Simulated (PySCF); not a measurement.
A GIAO shielding run with PySCF (density fitting, non-relativistic, gas phase) on `C1=COC=C1BF`, C4H4BFO:

```
$ OMP_NUM_THREADS=1 python probes_run.py task.json out

{"job": {"kind": "nmr", "xc": "PBE0", "basis": "cc-pVDZ", "pop": true}, "charge": 0, "multiplicity": 1}
F     -2.826554     1.266938     0.813296
B     -2.073594     0.189834     0.614898
C     -0.546888     0.319135     0.695293
C      0.465197    -0.692417     0.516931
C      1.662981    -0.074775     0.681883
O      1.476966     1.243017     0.949142
C      0.161384     1.469333     0.955131
H     -2.645557    -0.850259     0.374766
H      0.302128    -1.744739     0.293450
H      2.695642    -0.410815     0.644067
H     -0.152306     2.491287     1.157601
```

Hardware: 1 thread of an Arm Neoverse V1, shared host. The job also computes population analyses, field gradients, ring-centre shieldings.

Task: How large is the calculation?

Result: 50 electrons, 118 basis functions and 645 auxiliary functions.

Task: How long does it take, and how much memory does it need?

Result: 16 s of wall time, with 14 SCF cycles and 5 response iterations; peak memory 0.64 GiB. Times on a shared host scatter by some tens of per cent.

Task: And these other runs on the same molecule and hardware: GIAO shielding at B3LYP/pcSseg-1; GIAO shielding at B97-D/pcSseg-1; GIAO shielding at HF/pcSseg-1; GIAO shielding at KT2/pcSseg-1; GIAO shielding at KT3/pcSseg-1; GIAO shielding at LC-wPBE/pcSseg-1?

Result: B3LYP/pcSseg-1: 139 functions, 21 s; B97-D/pcSseg-1: 139 functions, 19 s; HF/pcSseg-1: 139 functions, 11 s; KT2/pcSseg-1: 139 functions, 19 s; KT3/pcSseg-1: 139 functions, 18 s; LC-wPBE/pcSseg-1: 139 functions, 31 s.
